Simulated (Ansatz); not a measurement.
`F[SiH2][SiH](F)S` + HI → `F[SiH](S)I` + `F[SiH3]` at 500 K and 1 bar (cleavage of the Si–Si bond).

Gas-phase electronic energies from Ansatz, PBE0-D4/def2-TZVP geometries. CCSD(T)/CBS is the MP2 limit (def2-TZVPP, def2-QZVPP) plus CCSD(T) − MP2 in def2-TZVPP, frozen cores. This one scheme is used for every species. Elements past krypton have def2 core potentials. For I outer-core shells are correlated without core-valence functions, which leaves a few kJ/mol of doubt a bond. Each species was taken in one conformer, which may not be the lowest.

```tsv
species	CCSD(T)/CBS energy (Eh)	H − E (kJ/mol)	S (J/(mol·K))
`F[SiH2][SiH](F)S`	-1178.07420	160.8	441.8
HI	-298.03592	28.6	221.6
`F[SiH](S)I`	-1085.42501	96.7	393.6
`F[SiH3]`	-390.72345	94.1	267.5
```

H − E and S are ideal-gas, rigid-rotor, harmonic terms from PBE0-D4/def2-TZVP, for one conformer and one mirror image of each species. 1 Eh = 2625.50 kJ/mol, R = 8.31446 J/(mol·K).

Task: By hand: ΔE, ΔH, ΔS and ΔG.

Result: ΔE = (-1085.42501) + (-390.72345) − (-1178.07420) − (-298.03592) = -0.03834 Eh = -100.7 kJ/mol. Δ(H − E) = 96.7 + 94.1 − 160.8 − 28.6 = 1.4, so ΔH = -99.3 kJ/mol. ΔS = 393.6 + 267.5 − 441.8 − 221.6 = -2.3 J/(mol·K). ΔG = -99.3 − 500 × (-2.3)/1000 = -98.1 kJ/mol.

Task: By hand: the equilibrium constant, and the temperature at which ΔG would vanish if ΔH and ΔS stayed fixed.

Result: log₁₀ K = −ΔG/(RT ln 10) = 10.2. ΔG = 0 at ΔH/ΔS = 43174 K, far beyond where these terms or the molecules hold.

The number of gas molecules stays the same, so ΔS is small and ΔH decides. A doubt of 5 kJ/mol in ΔE shifts log₁₀ K by 0.5 here. Other conformers and mirror images would add mixing entropy, several J/(mol·K) or more a flexible species. Modes under 60 cm⁻¹, often nearly free rotors, make the harmonic entropy too high. These are equilibria of isolated gas molecules and say nothing of rates. Largest T1 diagnostic: 0.012 (customary marks: 0.02 for closed shells, 0.045 for open ones).
